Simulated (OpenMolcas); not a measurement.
Computed levels of 2s² 2p in ions with 5 electrons, in cm-1 above ²P°_1/2.

```yaml
Program: OpenMolcas 26.06
Method: XMS-CASPT2, IPEA 0.25 Eh, imaginary shift 0.1 Eh
Basis: ANO-RCC-VTZP
Scalar_Hamiltonian: DKH2, point nucleus
Spin-orbit_coupling: state interaction with AMFI integrals over the reference wave functions, term energies averaged over their components
```

Active space for each ion: 1 electron in 3 orbitals (2p); closed shells correlated by CASPT2: 1s 2s.

```json
{"Level": "²P°_3/2", "N2+": "174", "F4+": "761", "Ne5+": "1341"}
```

Question: Estimate ²P°_3/2 for O3+ from its neighbours N2+ and F4+.

Answer: ²P°_3/2 is fine structure, which grows about as the fourth power of a screened charge, so the fourth roots are averaged: ((174^0.25 + 761^0.25) / 2)^4 = 389. The calculation gives 394, so the estimate is off by -1.3 %; the measured value is 386 (Moore, Selected Tables of Atomic Spectra, NSRDS-NBS 3, section 10).

CASPT2 breaks the degeneracy within a term, and the mean is taken; among the terms shown or strongly mixed into the levels shown the widest spread is 80 cm-1 (2s² 2p ²P°, O3+). With one active electron, CASPT2 adds the correlation within the correlated inactive shells and between them and that electron, and leaves the splitting within a term as the reference gives it. Measured partners are found by configuration, term and J. A level has none where our copy of the source lacks it or the pairing is in doubt (some pairs that miss far off the trend of their configuration count as doubtful), and it then counts in no deviation. Only configurations of the active space appear.

° marks odd parity.
